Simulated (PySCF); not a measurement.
Computed with ωB97X-D3(BJ)/def2-TZVP // PBE0-D3(BJ)/def2-SVP (PySCF). Gas-phase values, no solvent. One relaxed conformer stands for a flexible species; it need not be the lowest. Delta-SCF ions had no search for a lower state. Excitations are Tamm–Dancoff values on a coarser integration grid. The basis has no diffuse functions, so Rydberg states are missing or too high.

Reference species (SMILES): `[SiH3][Si]([SiH3])([SiH2]F)[SiH3]` (F–Si–Si–Si torsion 180°) (neutral, multiplicity 1).

- S1 excitation (TDA): 6.11 eV
- vertical ionisation energy (Delta-SCF): 9.91 eV
- S1–T1 gap (TDA): 0.65 eV

After one change: the S1 excitation (TDA) goes up by 0.07 eV; the vertical ionisation energy (Delta-SCF) falls by 0.12 eV; the S1–T1 gap (TDA) decreases by 0.02 eV.

What was changed between the two runs? The new species is one of these.
A. `N#C[SiH2][Si]([SiH3])([SiH3])[SiH3]`
B. `[SiH3][SiH2][Si]([SiH3])([SiH3])[SiH3]` (Si–Si–Si–Si torsion 180°)
C. `[SiH3][Si]([SiH3])([SiH3])[SiH2]Cl` (Si–Si–Si–Cl torsion 59°)
D. `B[SiH2][Si]([SiH3])([SiH3])[SiH3]`

C, `[SiH3][Si]([SiH3])([SiH3])[SiH2]Cl` (Si–Si–Si–Cl torsion 59°)
